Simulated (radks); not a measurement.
Task: Yb56.625+, configuration [Ne] 3s2 3p1.375 (fractional occupations, a model configuration). All-electron calculation, scalar-relativistic Kohn-Sham, PBE, spin-unpolarised, spherical densities, point nucleus. Program: a radial shooting solver on a logarithmic mesh with Libxc functionals. Some entries of the table are withheld. Estimate them.

orbital   occ.  eigenvalue (eV)  <1/r> (bohr^-1)
1s           2              (1)              (2)
2s           2        -14622.83            19.07
2p           6              (3)              (4)
3s           2        -5921.159            7.755
3p       1.375        -5564.612            7.280

Result: 
(1) 1s eigenvalue (eV): -65705.86
(2) 1s <1/r> (bohr^-1): 80.69
(3) 2p eigenvalue (eV): -13427.83
(4) 2p <1/r> (bohr^-1): 17.48
